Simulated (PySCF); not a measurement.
PySCF job for Al(PH2)3 (AlH6P3), SMILES [PH2][Al]([PH2])[PH2], PBE-D3(BJ)/def2-SVP. Geometry optimised at PBE-D3(BJ)/def2-SVP. Other conformers were not sampled.

```python
import numpy as np
from pyscf import gto, scf, dft, df
from pyscf.hessian import thermo

mol = gto.M(
    atom='''
    Al   -0.03288974   -0.00561525   -0.00000000
    P    -0.11450317    2.34323905    0.00000032
    H     0.86492330    2.44115856    1.05396902
    H     0.86492330    2.44115886   -1.05396836
    P     0.12659771   -1.17220499   -2.03276226
    H    -0.89985743   -2.11658418   -1.66824473
    H    -0.79147444   -0.27928875   -2.69508863
    P     0.12659771   -1.17220554    2.03276193
    H    -0.79147443   -0.27928948    2.69508855
    H    -0.89985742   -2.11658463    1.66824415
    ''',
    basis='def2-SVP',
    charge=0,
    spin=0,
    max_memory=1600,
    verbose=3,
)
mf = dft.RKS(mol, xc='pbe').density_fit(auxbasis='def2-universal-jkfit')
mf.disp = 'd3bj'
mf.grids.level = 3
mf.conv_tol = 1e-11
mf.max_cycle = 100
mf.kernel()

# [left out here: the lines that compute and print the analytic Hessian (its translational invariance restored by hand, since the grid's response is missing), thermochemistry and intensities]
```

Output:

```
converged SCF energy = -1269.11046851212

WARN: DFTD3 does not support analytical Hessian, using finite difference


WARN: Mole.unit (angstrom) is changed to Bohr

Mode                                 0                   1                   2
Irrep
Freq [cm^-1]                       82.5915             85.2331             98.8702
Reduced mass [au]                   5.7386              7.1088              1.0809
Force const [Dyne/A]                0.0231              0.0304              0.0062
Char temp [K]                     118.8308            122.6314            142.2522
Normal mode                   x     y     z       x     y     z       x     y     z
       0  Al                -0.00  0.00 -0.06    0.01 -0.06 -0.00    0.00 -0.00 -0.01
       1   P                 0.00  0.00  0.11    0.01 -0.07  0.00   -0.00 -0.00  0.03
       2   H                 0.11 -0.12  0.02    0.01 -0.07  0.00    0.22 -0.06 -0.16
       3   H                -0.11  0.12  0.02    0.01 -0.07 -0.00   -0.22  0.06 -0.16
       4   P                 0.00 -0.08 -0.02   -0.01  0.06 -0.08    0.02  0.00 -0.01
       5   H                -0.12  0.05 -0.02    0.11 -0.07 -0.10    0.33 -0.28  0.12
       6   H                 0.13 -0.02 -0.12   -0.14  0.04  0.07   -0.32 -0.25  0.11
       7   P                -0.00  0.08 -0.02   -0.01  0.06  0.08   -0.02 -0.00 -0.01
       8   H                -0.13  0.02 -0.12   -0.14  0.04 -0.07    0.32  0.25  0.11
       9   H                 0.12 -0.05 -0.02    0.11 -0.07  0.10   -0.33  0.29  0.12
Mode                                 3                   4                   5
Irrep
Freq [cm^-1]                      115.8952            117.1969            127.3194
Reduced mass [au]                   1.0556              2.6616              1.3652
Force const [Dyne/A]                0.0084              0.0215              0.0130
Char temp [K]                     166.7473            168.6203            183.1843
Normal mode                   x     y     z       x     y     z       x     y     z
       0  Al                -0.00  0.00  0.02   -0.14  0.00 -0.00   -0.08 -0.02  0.00
       1   P                 0.00  0.00 -0.01    0.05  0.02  0.00    0.01 -0.02 -0.00
       2   H                 0.46  0.02 -0.44    0.07 -0.13 -0.00    0.01 -0.07  0.00
       3   H                -0.46 -0.02 -0.44    0.07 -0.13  0.01    0.01 -0.07 -0.00
       4   P                 0.01  0.02  0.01    0.03  0.01  0.02    0.03  0.01 -0.01
       5   H                -0.11  0.11 -0.09    0.23 -0.21  0.01   -0.23  0.20 -0.26
       6   H                 0.15  0.13 -0.04   -0.14 -0.19 -0.01    0.35  0.21 -0.17
       7   P                -0.01 -0.02  0.01    0.03  0.01 -0.02    0.03  0.01  0.01
       8   H                -0.15 -0.13 -0.04   -0.14 -0.19  0.01    0.35  0.21  0.17
       9   H                 0.11 -0.11 -0.09    0.23 -0.21 -0.01   -0.23  0.20  0.26
Mode                                 6                   7                   8
Irrep
Freq [cm^-1]                      277.0943            441.8603            444.4459
Reduced mass [au]                  11.2147              3.6404              3.5273
Force const [Dyne/A]                0.5073              0.4188              0.4105
Char temp [K]                     398.6770            635.7386            639.4588
Normal mode                   x     y     z       x     y     z       x     y     z
       0  Al                -0.01 -0.00  0.00    0.00 -0.13  0.00   -0.00  0.00  0.14
       1   P                -0.00  0.10 -0.00    0.01  0.07  0.00    0.00 -0.00  0.01
       2   H                 0.01  0.09 -0.00   -0.02  0.27  0.01   -0.01  0.19 -0.00
       3   H                 0.01  0.09  0.00   -0.02  0.27 -0.01    0.01 -0.19 -0.00
       4   P                 0.00 -0.05 -0.09   -0.00  0.02  0.04   -0.00 -0.03 -0.05
       5   H                -0.00 -0.05 -0.09    0.03 -0.08 -0.14    0.03 -0.13 -0.23
       6   H                 0.01 -0.05 -0.09    0.00  0.08  0.12    0.02 -0.06 -0.12
       7   P                 0.00 -0.05  0.09   -0.00  0.02 -0.04    0.00  0.03 -0.05
       8   H                 0.01 -0.05  0.09    0.00  0.08 -0.12   -0.02  0.06 -0.12
       9   H                -0.00 -0.05  0.09    0.03 -0.08  0.14   -0.03  0.13 -0.23
Mode                                 9                  10                  11
Irrep
Freq [cm^-1]                      454.5735            459.1878            522.2637
Reduced mass [au]                   1.2514              1.2128              1.0274
Force const [Dyne/A]                0.1524              0.1507              0.1651
Char temp [K]                     654.0300            660.6690            751.4212
Normal mode                   x     y     z       x     y     z       x     y     z
       0  Al                -0.00 -0.00  0.04   -0.00  0.04 -0.00    0.00  0.00  0.00
       1   P                -0.00  0.00  0.00    0.02 -0.06  0.00    0.00 -0.00 -0.01
       2   H                 0.02  0.03 -0.02   -0.10  0.49  0.04   -0.00 -0.41  0.03
       3   H                -0.02 -0.03 -0.02   -0.10  0.49 -0.04    0.00  0.41  0.03
       4   P                 0.02 -0.03 -0.04   -0.01  0.00  0.00   -0.00 -0.01  0.01
       5   H                -0.09  0.20  0.26    0.07 -0.15 -0.19    0.03 -0.20 -0.41
       6   H                -0.12  0.22  0.46    0.04 -0.15 -0.26   -0.00  0.19  0.27
       7   P                -0.02  0.03 -0.04   -0.01  0.00 -0.00    0.00  0.01  0.01
       8   H                 0.12 -0.22  0.46    0.04 -0.15  0.26    0.00 -0.19  0.27
       9   H                 0.09 -0.20  0.26    0.07 -0.15  0.19   -0.03  0.20 -0.41
Mode                                12                  13                  14
Irrep
Freq [cm^-1]                      543.5465            622.2555            629.9583
Reduced mass [au]                   1.2553              1.2013              1.1980
Force const [Dyne/A]                0.2185              0.2740              0.2801
Char temp [K]                     782.0423            895.2871            906.3698
Normal mode                   x     y     z       x     y     z       x     y     z
       0  Al                -0.06  0.00 -0.00    0.00 -0.00  0.07    0.01 -0.07 -0.00
       1   P                 0.02 -0.03 -0.00   -0.00  0.00 -0.03   -0.00  0.01  0.00
       2   H                -0.07  0.34  0.04    0.02 -0.52  0.01    0.01 -0.02 -0.01
       3   H                -0.07  0.34 -0.04   -0.02  0.52  0.01    0.01 -0.02  0.01
       4   P                 0.02 -0.01 -0.02    0.00  0.01 -0.02   -0.00  0.02 -0.00
       5   H                -0.09  0.24  0.35   -0.03  0.14  0.24   -0.02  0.17  0.36
       6   H                -0.09  0.10  0.26    0.02 -0.13 -0.21    0.05 -0.25 -0.44
       7   P                 0.02 -0.01  0.02   -0.00 -0.01 -0.02   -0.00  0.02  0.00
       8   H                -0.09  0.10 -0.26   -0.02  0.13 -0.21    0.05 -0.25  0.44
       9   H                -0.09  0.24 -0.35    0.03 -0.14  0.24   -0.02  0.17 -0.36
Mode                                15                  16                  17
Irrep
Freq [cm^-1]                     1037.7004           1041.0595           1048.9927
Reduced mass [au]                   1.0401              1.0398              1.0385
Force const [Dyne/A]                0.6599              0.6640              0.6733
Char temp [K]                    1493.0198           1497.8529           1509.2670
Normal mode                   x     y     z       x     y     z       x     y     z
       0  Al                 0.00 -0.00  0.00    0.01 -0.00 -0.00    0.00 -0.00 -0.00
       1   P                 0.00  0.00  0.00    0.03  0.01 -0.00   -0.01 -0.00  0.00
       2   H                -0.00  0.00 -0.00   -0.46 -0.14  0.45    0.15  0.03 -0.14
       3   H                 0.00 -0.00 -0.00   -0.46 -0.14 -0.45    0.15  0.03  0.14
       4   P                -0.02 -0.00 -0.01    0.01  0.00  0.00    0.02  0.00  0.01
       5   H                 0.32 -0.25  0.27   -0.10  0.07 -0.09   -0.31  0.24 -0.26
       6   H                 0.36  0.33 -0.05   -0.11 -0.10  0.01   -0.34 -0.32  0.05
       7   P                 0.02  0.00 -0.01    0.01  0.00 -0.00    0.02  0.00 -0.01
       8   H                -0.36 -0.33 -0.05   -0.11 -0.10 -0.01   -0.34 -0.32 -0.05
       9   H                -0.32  0.25  0.27   -0.10  0.07  0.09   -0.31  0.24  0.26
Mode                                18                  19                  20
Irrep
Freq [cm^-1]                     2307.1620           2309.0567           2310.6146
Reduced mass [au]                   1.0352              1.0352              1.0351
Force const [Dyne/A]                3.2466              3.2520              3.2560
Char temp [K]                    3319.4925           3322.2185           3324.4600
Normal mode                   x     y     z       x     y     z       x     y     z
       0  Al                 0.00 -0.00 -0.00   -0.00  0.00 -0.00   -0.00  0.00  0.00
       1   P                 0.03  0.00  0.00   -0.00 -0.00 -0.00   -0.00 -0.00 -0.00
       2   H                -0.45 -0.06 -0.51    0.00  0.00  0.00    0.07  0.01  0.08
       3   H                -0.45 -0.06  0.51   -0.00 -0.00  0.00    0.07  0.01 -0.08
       4   P                -0.00 -0.00 -0.00    0.02  0.00  0.00   -0.02 -0.00 -0.00
       5   H                 0.05  0.05 -0.02   -0.35 -0.34  0.12    0.32  0.32 -0.12
       6   H                 0.05 -0.05  0.04   -0.29  0.30 -0.23    0.31 -0.32  0.24
       7   P                -0.00 -0.00  0.00   -0.02 -0.00  0.00   -0.02 -0.00  0.00
       8   H                 0.05 -0.05 -0.04    0.29 -0.30 -0.23    0.31 -0.32 -0.24
       9   H                 0.05  0.05  0.02    0.35  0.34  0.13    0.32  0.32  0.12
Mode                                21                  22                  23
Irrep
Freq [cm^-1]                     2327.4920           2329.6746           2330.8627
Reduced mass [au]                   1.0414              1.0413              1.0412
Force const [Dyne/A]                3.3239              3.3297              3.3328
Char temp [K]                    3348.7428           3351.8830           3353.5924
Normal mode                   x     y     z       x     y     z       x     y     z
       0  Al                -0.00  0.00  0.00   -0.00 -0.00  0.00   -0.00 -0.00 -0.00
       1   P                -0.00 -0.00  0.03   -0.00  0.00  0.01   -0.00  0.00 -0.00
       2   H                -0.44 -0.05 -0.47   -0.17 -0.02 -0.18    0.00  0.00  0.00
       3   H                 0.44  0.05 -0.47    0.17  0.02 -0.18    0.00  0.00 -0.00
       4   P                 0.00  0.01 -0.00   -0.00 -0.02  0.01   -0.00 -0.02  0.01
       5   H                -0.13 -0.12  0.04    0.32  0.29 -0.11    0.36  0.34 -0.12
       6   H                 0.11 -0.11  0.08   -0.30  0.29 -0.22   -0.30  0.29 -0.22
       7   P                -0.00 -0.01 -0.00    0.00  0.02  0.01   -0.00 -0.02 -0.01
       8   H                -0.11  0.11  0.08    0.30 -0.29 -0.22   -0.30  0.29  0.22
       9   H                 0.13  0.12  0.04   -0.32 -0.29 -0.11    0.36  0.34  0.12
temperature 298.1500 [K]
pressure 101325.00 [Pa]
Rotational constants [GHz] 1.79085 1.77963 0.91033
Symmetry number 1
Zero-point energy (ZPE) 0.05027 [Eh]   131977.454 [J/mol]
                           tot       elec      trans        rot        vib
Entropy [J/mol/K]       405.105      0.000    169.058    121.734    114.313
Cv [J/mol/K]            126.006      0.000     12.472     12.472    101.062
Cp [J/mol/K]            134.320      0.000     20.786     12.472    101.062
Internal energy [J/mol]                      3718.434   3718.434 149444.822
Internal energy [Eh]   -1269.05072  -1269.11047
Enthalpy [J/mol]                             6197.391   3718.434 149444.822
Enthalpy [Eh]          -1269.04977
Gibbs free energy [J/mol]                  -44207.121 -32576.584 115362.365
Gibbs free energy [Eh] -1269.09577
mode   freq/cm-1   IR/(km/mol)
   1       82.59         7.737
   2       85.23         7.181
   3       98.87         0.144
   4      115.90         3.263
   5      117.20        13.744
   6      127.32         2.312
   7      277.09         0.031
   8      441.86        43.455
   9      444.45        41.732
  10      454.57         8.567
  11      459.19         4.249
  12      522.26         0.205
  13      543.55         1.379
  14      622.26        17.061
  15      629.96        15.478
  16     1037.70        16.705
  17     1041.06        29.688
  18     1048.99         8.743
  19     2307.16        15.100
  20     2309.06         7.912
  21     2310.61        49.073
  22     2327.49        16.048
  23     2329.67        34.446
  24     2330.86        57.098
max |gradient| / (hartree/bohr): 7.193046097527978e-05
APT charges: [ 0.9316 -0.1634 -0.0744 -0.0744 -0.167  -0.0735 -0.0692 -0.167  -0.0692
 -0.0735]
```

The run converged.

Cost: around 90 core-seconds (rough).
